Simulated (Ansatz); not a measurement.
Consider the redistribution: `[SiH3]B(Cl)Cl` + `C[BH][GaH][CH3]` → `CBB([SiH3])Cl` + `[CH3][GaH][Cl]`.

Computed with Ansatz on PBE0-D4/def2-TZVP structures; ΔE is electronic, products minus reactants. CCSD(T)/CBS is the MP2 limit (def2-TZVPP, def2-QZVPP) plus CCSD(T) − MP2 in def2-TZVPP, frozen cores. Functionals use def2-TZVPP. B3LYP here is the variant with VWN-RPA as its local correlation; programs differ in this. For Ga outer-core shells are correlated without core-valence functions, which leaves a few kJ/mol of doubt a bond. Scalar relativity is left out up to krypton. Each species was taken in one conformer, which may not be the lowest.

`[SiH3]B(Cl)Cl`:

```xyz
7

Si    0.405    0.566   -0.578
B    -0.476   -0.685    0.741
Cl   -1.785   -1.709    0.208
Cl    0.027   -0.779    2.406
H     0.964   -0.237   -1.700
H    -0.626    1.486   -1.129
H     1.491    1.358    0.052
```

`C[BH][GaH][CH3]`:

Z-matrix (Å, degrees):
```
C
B 1 1.558
H 1 1.105 2 103.4
H 1 1.094 2 113.7 3 113.1
H 1 1.091 2 117.2 3 -117.0
Ga 2 2.082 1 126.1 3 99.9
H 2 1.206 1 116.0 3 -76.8
C 6 1.979 2 125.3 1 -86.4
H 6 1.587 2 120.6 1 94.3
H 8 1.094 6 109.3 2 120.8
H 8 1.094 6 109.6 2 -122.5
H 8 1.090 6 113.6 2 -0.7
```

`CBB([SiH3])Cl`:

```xyz
12

C    -1.626   -0.913    0.963
B    -1.125    0.230    0.029
B     0.208    0.147   -0.947
Si    2.051    0.746   -0.348
Cl    0.088   -0.490   -2.580
H    -2.018   -0.551    1.917
H    -2.497   -1.334    0.435
H    -0.930   -1.735    1.137
H    -1.756    1.258    0.017
H     2.042    1.389    0.994
H     2.624    1.706   -1.332
H     2.937   -0.452   -0.284
```

`[CH3][GaH][Cl]`:

```xyz
7

C    -0.042    0.843   -0.456
Ga    0.228   -0.812    0.543
Cl   -1.369   -2.263    0.433
H     0.043    1.704    0.211
H    -1.021    0.853   -0.933
H     0.730    0.945   -1.223
H     1.432   -1.270    1.424
```

```
             level  ΔE (kJ/mol)  difference from CCSD(T)/CBS
            PBE-D4        -55.2                          2.9
         r2SCAN-D4        -62.4                         -4.3
           PBE0-D4        -61.2                         -3.1
          B3LYP-D4        -63.6                         -5.5
           ωB97X-V        -63.8                         -5.7
           ωB97M-V        -60.3                         -2.2
            B2PLYP        -62.1                         -4.0
               PBE        -55.1                          3.0
            r2SCAN        -62.0                         -3.9
              PBE0        -61.0                         -2.9
             B3LYP        -63.9                         -5.8
     HF/def2-TZVPP        -83.0                        -24.9
    MP2/def2-TZVPP        -56.0                          2.1
SCS-MP2/def2-TZVPP        -58.9                         -0.8
   CCSD/def2-TZVPP        -61.2                         -3.1
CCSD(T)/def2-TZVPP        -57.9                          0.2
     HF/def2-QZVPP        -83.7                        -25.6
    MP2/def2-QZVPP        -56.4                          1.7
SCS-MP2/def2-QZVPP        -59.8                         -1.7
      HF/CBS(def2)        -83.8                        -25.7
     MP2/CBS(def2)        -56.2                          1.9
    CCSD/CBS(def2)        -61.4                         -3.3
       CCSD(T)/CBS        -58.1                            0
```

Largest T1 diagnostic among the species: 0.013.

From PBE to PBE0 (25 % exact exchange), in def2-TZVPP and without D4, ΔE moves by −5.9 kJ/mol. In def2-TZVPP, CCSD(T) changes the Hartree–Fock value by +25.1 kJ/mol (the triples alone add +3.3 kJ/mol) and MP2 by +27.0 kJ/mol.
